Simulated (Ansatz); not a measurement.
Basis-set series for CH5GaOSi, SMILES `O=[CH][GaH][SiH3]`. The species carries charge 0 and has multiplicity 1. The structure was optimised at the PBE0-D4/def2-TZVP level. It is one conformer, not always the lowest.

```csv
functional,basis,functions,energy (Eh),HOMO (eV),LUMO (eV)
PBE0-D4,def2-TZVPP,222,-2330.19026,-6.59,-2.11
PBE0-D4,def2-QZVPP,423,-2330.24970,-6.61,-2.14
ωB97M-V,def2-TZVPP,222,-2330.51640,-8.77,-0.38
ωB97M-V,def2-QZVPP,423,-2330.57391,-8.79,-0.49
```

(1) Give the rows for def2-SVP. (Estimate.)

## Answers

(1) The calculation gave: 
| functional | basis | functions | energy (Eh) | HOMO (eV) | LUMO (eV) |
| --- | --- | --- | --- | --- | --- |
| PBE0-D4 | def2-SVP | 103 | -2329.70825 | -6.52 | -2.06 |
| ωB97M-V | def2-SVP | 103 | -2330.02991 | -8.68 | -0.31 |

Scalar relativity is left out up to krypton.

Results of the Gaussian-basis code of Ansatz.
